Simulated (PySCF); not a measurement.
CH3, SMILES [CH3+], charge +1.

Geometry optimised at ωB97X-D3(BJ)/def2-TZVPD.

Method: ωB97X-D3(BJ)/def2-TZVPD in PySCF.

No scaling factor is applied to the harmonic values.

Modes within 1.5 cm⁻¹ of each other (mostly degenerate sets) share a row, with their intensities summed.

Computed vibrational spectrum:
```tsv
mode	ν (cm⁻¹)	IR (km/mol)	Raman (Å⁴/amu)	depolarisation	moving atoms (share of kinetic energy)
1–2	1414	36.5	2.9	0.75	H 91 %, C 9 %
3	1421	8.2	0.0	–	H 80 %, C 20 %
4	3047	0.0	100.3	0.04	H 100 %
5–6	3240	134.5	28.4	0.75	H 89 %, C 11 %
```
